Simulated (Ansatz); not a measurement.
`C[SiH2][CH2][GaH2]` + `NB1CS1` → `[GaH2][NH]B1CS1` + `C[SiH2]C` at 600 K and 1 bar (ligand exchange at a Ga–C bond).

Computed with Ansatz on PBE0-D4/def2-TZVP structures; ΔE is electronic, products minus reactants. CCSD(T)/CBS is the MP2 limit (def2-TZVPP, def2-QZVPP) plus CCSD(T) − MP2 in def2-TZVPP, frozen cores. For Ga outer-core shells are correlated without core-valence functions, which leaves a few kJ/mol of doubt a bond. Scalar relativity is left out up to krypton. One conformer a species, not always the lowest.

| species | CCSD(T)/CBS energy (Eh) | H − E (kJ/mol) | S (J/(mol·K)) |
| --- | --- | --- | --- |
| `C[SiH2][CH2][GaH2]` | -2294.54249 | 318.1 | 487.1 |
| `NB1CS1` | -517.77714 | 199.1 | 355.1 |
| `[GaH2][NH]B1CS1` | -2442.32425 | 225.7 | 445.6 |
| `C[SiH2]C` | -370.01595 | 290.4 | 379.7 |

H − E and S are ideal-gas, rigid-rotor, harmonic terms from PBE0-D4/def2-TZVP, for one conformer and one mirror image of each species. 1 Eh = 2625.50 kJ/mol, R = 8.31446 J/(mol·K).

**Question.** By hand: ΔE, ΔH, ΔS and ΔG.

**Answer.** ΔE = (-2442.32425) + (-370.01595) − (-2294.54249) − (-517.77714) = -0.02057 Eh = -54.0 kJ/mol. Δ(H − E) = 225.7 + 290.4 − 318.1 − 199.1 = -1.1, so ΔH = -55.1 kJ/mol. ΔS = 445.6 + 379.7 − 487.1 − 355.1 = -16.9 J/(mol·K). ΔG = -55.1 − 600 × (-16.9)/1000 = -45.0 kJ/mol.

**Question.** By hand: the equilibrium constant, and the temperature at which ΔG would vanish if ΔH and ΔS stayed fixed.

**Answer.** log₁₀ K = −ΔG/(RT ln 10) = 3.9. ΔG = 0 at ΔH/ΔS = 3260 K, far beyond where these terms or the molecules hold.

ΔH outweighs TΔS. A doubt of 5 kJ/mol in ΔE shifts log₁₀ K by 0.4 here. Other conformers and mirror images would add mixing entropy, several J/(mol·K) or more a flexible species. Modes under 60 cm⁻¹, often nearly free rotors, make the harmonic entropy too high. These are equilibria of isolated gas molecules and say nothing of rates. Largest T1 diagnostic: 0.014 (customary marks: 0.02 for closed shells, 0.045 for open ones).
